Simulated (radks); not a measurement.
Neutral copper, [Ar] 3d10 4s1. Calculated with a radial shooting solver on a logarithmic mesh with Libxc functionals: non-relativistic Kohn-Sham, PBE, spin-polarised, spherical densities, point nucleus. Every spin shell is full or empty, so the densities are truly spherical. Functionals are evaluated on that one density, not self-consistently. Rank these orbital-free kinetic functionals by their error against the exact value of the orbitals, and give that value: Thomas-Fermi, von Weizsacker, TF + vW/9, APBEK, Perdew 92, Pearson, LKT, PG1, Ernzerhof.

Answer. Exact: 1639.11 hartree. From best to worst, with 100 (|E| - |E exact|)/|E exact| (equal figures are ties): APBEK -0.05, Ernzerhof -0.51, Perdew 92 -0.89, TF + vW/9 -0.91, Pearson -1.34, Thomas-Fermi -6.45, PG1 +18.73, LKT +23.64, von Weizsacker -50.06.
